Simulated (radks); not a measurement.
The strontium ion Sr2+ inside a hard spherical wall (all orbitals vanish at R), configuration held at [Kr] and not refilled when levels cross. All-electron calculation, scalar-relativistic Kohn-Sham, r2SCAN, spin-polarised, spherical densities, finite nucleus; meta-GGA in the generalised Kohn-Sham scheme; Fermi nuclear charge, rms radius 4.224 fm. Program: a radial shooting solver on a logarithmic mesh with Libxc functionals. Eigenvalues in eV for spin up, with the zero of energy where the potential of the charges vanishes at infinity; a dash marks a level that is unbound or too diffuse for the functional's potential to be trusted. A positive occupied level is held by the wall or, in an anion where self-interaction has pushed it up, behind a barrier. The pressure on the wall is -dE/dV.

| R (bohr) | E (hartree) | kinetic (hartree) | e(3p) | e(3d) | e(4s) | e(4p) | e(4d, empty) | e(5s, empty) | pressure (GPa) |
|---|---|---|---|---|---|---|---|---|---|
| free | -3179.38377 | 3260.513 | -275.26 | -143.97 | -55.951 | -37.121 | -12.324 | - | 0 |
| 15 | -3179.38377 | 3260.513 | -275.26 | -143.97 | -55.951 | -37.121 | -12.324 | - | < 0.0001 |
| 12 | -3179.38377 | 3260.513 | -275.26 | -143.97 | -55.951 | -37.121 | -12.324 | - | < 0.0001 |
| 10 | -3179.38377 | 3260.513 | -275.26 | -143.97 | -55.951 | -37.121 | -12.324 | -11.959 | < 0.0001 |
| 7 | -3179.38376 | 3260.513 | -275.26 | -143.97 | -55.951 | -37.120 | -12.288 | -11.677 | 0.000786 |
| 5 | -3179.38191 | 3260.537 | -275.18 | -143.89 | -55.898 | -37.064 | -11.785 | -9.091 | 0.491 |
| 3.5 | -3179.26937 | 3261.466 | -273.08 | -141.80 | -54.394 | -35.346 | -7.630 | 5.650 | 58.4 |
| 3 | -3178.95461 | 3263.470 | -269.39 | -138.14 | -51.667 | -32.091 | -2.013 | 22.942 | 295 |
| 2 | -3173.40228 | 3287.034 | -241.57 | -110.56 | -23.095 | 1.910 | 44.306 | 153.35 | 9530 |
| 1.5 | -3154.62705 | 3349.101 | -197.94 | -66.405 | 53.032 | 86.796 | 140.81 | 410.30 | 78600 |
